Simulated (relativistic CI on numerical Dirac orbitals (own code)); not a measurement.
**Ba6+: computed level list**

Calculated at this level of theory: Dirac-Coulomb-Breit CI, orbitals from a KLI potential per configuration, model QED, unscaled Slater integrals (own radial code, finite nucleus).

CI space (outside the closed core [Kr] 4d10): 5s2 5p2, 5s 5p3, 5s2 5p 5d, 5p4, 5s2 5p 4f, 5s 5p2 5d, 5s2 5p 5f, 5s2 4f 5d, 5s 5p2 4f, 5s2 5p 5g, 5s2 5p 6s, 5s 5p 4f2, 5s2 4f2, 5s 4f2 5d, 5s 4f3, 5s2 5d2, 5s 5d3, 5s 4f 5d2, 5p2 4f2, 5p 4f2 5d, 5p 4f3, 5p 4f2 5f. Double excitations out of closed p, d and f shells are left out; levels of such configurations are missing from the list, as are those of other unlisted configurations, and high levels can miss mixing partners.

The lowest level is 5s2 5p2 3P_0, with 86 % of that term; Hund's rules for 5s2 5p2 give 3P with J = 0, in agreement.

```
No.  Configuration  Term  J   E (eV)   %  Next component (%)  Lifetime (s)
  1        5s2 5p2    3P  0   0.0000  86               12 1S              
  2        5s2 5p2    3P  1   1.8128  97      2 5s 5p2 5d 3P      2.03e-02
  3        5s2 5p2    3P  2   2.6305  61               36 1D      3.45e-01
  4        5s2 5p2    1D  2   5.2111  60               36 3P      5.28e-03
  5        5s2 5p2    1S  0   7.7167  84               12 3P      1.37e-03
  6         5s 5p3   5S°  2  14.3078  93               6 3P°      2.45e-08
  7         5s 5p3   3D°  1  18.6289  75              11 3P°      8.31e-10
  8         5s 5p3   3D°  2  18.7606  72              14 3P°      1.31e-09
  9         5s 5p3   3D°  3  19.5212  89     9 5s2 5p 5d 3D°      1.80e-09
 10      5s2 5p 4f    3G  3  20.1412  53               40 1F      4.26e-05
 11      5s2 5p 4f    3F  3  20.5209  51               23 3D      1.22e-06
 12      5s2 5p 4f    3F  2  20.6878  80               11 3D      1.37e-06
 13      5s2 5p 4f    3F  4  20.7473  45               43 3G      1.30e-05
 14         5s 5p3   3P°  0  21.7809  91     8 5s2 5p 5d 3P°      4.31e-10
 15         5s 5p3   3P°  1  22.0750  78              11 3D°      3.96e-10
 16         5s 5p3   3P°  2  22.2520  50              14 3D°      5.47e-10
 17      5s2 5p 4f    3G  3  22.5613  39               33 1F      1.31e-06
 18      5s2 5p 4f    3F  4  22.8272  50               48 3G      8.23e-07
 19      5s2 5p 4f    3G  5  23.2254  99                          1.32e-02
 20      5s2 5p 4f    3D  3  23.4858  73               17 3F      4.13e-07
 21      5s2 5p 4f    3D  2  23.6833  77               16 3F      7.12e-07
 22      5s2 5p 4f    3D  1  24.0565  99                          7.84e-07
 23      5s2 5p 5d   1D°  2  24.5432  36       32 5s 5p3 1D°      7.10e-10
 24      5s2 5p 4f    1G  4  24.5945  88                8 3G      3.36e-06
 25      5s2 5p 4f    1D  2  25.1605  84               11 3D      1.38e-06
 26      5s2 5p 5d   3F°  2  26.4321  84        9 5s 5p3 1D°      4.81e-10
 27         5s 5p3   1P°  1  27.1079  45              44 3S°      3.56e-11
 28      5s2 5p 5d   3F°  3  27.2119  91     3 5s 5p2 4f 3F°      4.85e-10
 29      5s2 5p 5d   3F°  4  28.9346  97     3 5s 5p2 4f 3F°      2.21e-08
 30         5s 5p3   3S°  1  29.2907  31    18 5s2 5p 5d 1P°      3.00e-11
```

Energies count from the lowest computed level; ° marks odd parity; lifetimes are radiative, by E1, M1, E2 decay to levels of this space only.

The mean weight of the leading LS term, summed over parents, in these 30 levels is 72 %, and that of the leading jj configuration (from the same eigenvectors) 75 %.

At this charge configurations can still be misplaced by up to about 7 % of their energy. Levels and lines within the n = 5 or 6 shells can be off by up to 10 % or somewhat more, and those that change n by about 2 %, since core polarisation is missing. 17 of the 28 excited levels that our extract of the measured tables holds in this range could be paired (the sources list more); they are missed by 5609 cm⁻¹ on average and 13054 at most, and levels without a partner can miss by more. Levels that differ in their count of f electrons can be misplaced by several ten thousand cm⁻¹, since the correlation energy of f electrons is missing or only estimated; rates across such gaps can be off by orders of magnitude.

LS names give the leading component of a level, which can be under half, so a name can repeat, a term be missing and a line seem to break the LS rules.
